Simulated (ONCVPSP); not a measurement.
## What one change does to a pseudopotential (cerium, ONCV)

Ce (Z = 58), optimised norm-conserving Vanderbilt (ONCV), made with ONCVPSP 4.0.1 (PBE, scalar-relativistic). Core [Kr], reference 4d10 4f1 5s2 5p6 5d1.5 6s1.5. Waves: 5s+6s: rc 2.10 bohr, ncon 4, nbas 7, qcut 5.2 1/bohr, 2 projectors; 5p: rc 2.65 bohr, ncon 4, nbas 8, qcut 6.6 1/bohr, 3 projectors, debl 2.4 Ha; 4d+5d: rc 1.05 bohr, ncon 4, nbas 9, qcut 12.5 1/bohr, 2 projectors; 4f: rc 1.05 bohr, ncon 4, nbas 9, qcut 13.9 1/bohr, local. Local part: the f channel. Core correction: polynomial model core, fcfact 0.5.

Change: f: qcut 17.8.

Cutoffs: the cutoffs (Ha) at which the residual kinetic energy of the hardest occupied pseudo-wave falls to 1 and 0.1 mHa per electron; they do not see the model core or the augmentation charge, which bear on the density cutoff. Errors are all-electron minus pseudo energies relative to the spin-unpolarised reference configuration.

**Question.** What does the change do?

**Answer.** The potential gets neither clearly harder nor softer (90 Ha and 201 Ha → 118 Ha and 132 Ha); both files keep a bound ghost (p, s); the lowest positive-energy flag moves from s at 88.5 eV to s at 25.6 eV; of the 4 tests that both files solve, the error grows in 0 and shrinks in 1 by more than 15 % and 0.3 meV (median size 1.1 → 1.2 meV); the range in which the s phases agree narrows (upper end 2.6 → 0.8).

| quantity | base | changed |
| --- | --- | --- |
| cutoff, loose | 90 Ha | 118 Ha |
| cutoff, tight | 201 Ha | 132 Ha |
| loose cutoff by channel | s 11 Ha, p 9.7 Ha, d 68 Ha, f 90 Ha | s 11 Ha, p 9.7 Ha, d 68 Ha, f 118 Ha |
| bound ghosts | s, p | s, p |
| GHOST(+) flags under 300 eV | s at 88.5 eV | s at 25.6 eV |
| error for 4d10 4f1 5s2 5p6 5d1 6s2, meV [ΔE -0.40 eV] | +1.1 | +1.1 |
| error for 4d10 4f1 5s2 5p6 5d1 6s1, meV [ΔE 5.67 eV] | +0.5 | +0.5 |
| error for 4d10 4f1 5s2 5p6 5d1 6s0, meV [ΔE 16.75 eV] | -1.1 | -1.2 |
| error for 4d10 4f0 5s2 5p6 5d2 6s1, meV [ΔE 10.83 eV] | +95 | +70 |
| s: phases at 2.13 bohr within 0.05 rad from the reference energy up to (Ha; the scan ends near 5) | 2.6 | 0.8 |
| p: phases at 2.69 bohr within 0.05 rad from the reference energy up to (Ha; the scan ends near 5) | to the end of the scan | to the end of the scan |
| d: phases at 1.07 bohr within 0.05 rad from the reference energy up to (Ha; the scan ends near 5) | to the end of the scan | to the end of the scan |
| f: phases at 1.07 bohr within 0.05 rad from the reference energy up to (Ha; the scan ends near 5) | 3.1 | 4.0 |
| rms error of d²Exc/dni dnj with the model core, mHa | 0.68 | 0.65 |

 A true bound ghost makes a file unfit for plane-wave use even where its test errors are small: the radial tests pick states by their node count and pass the ghost by.
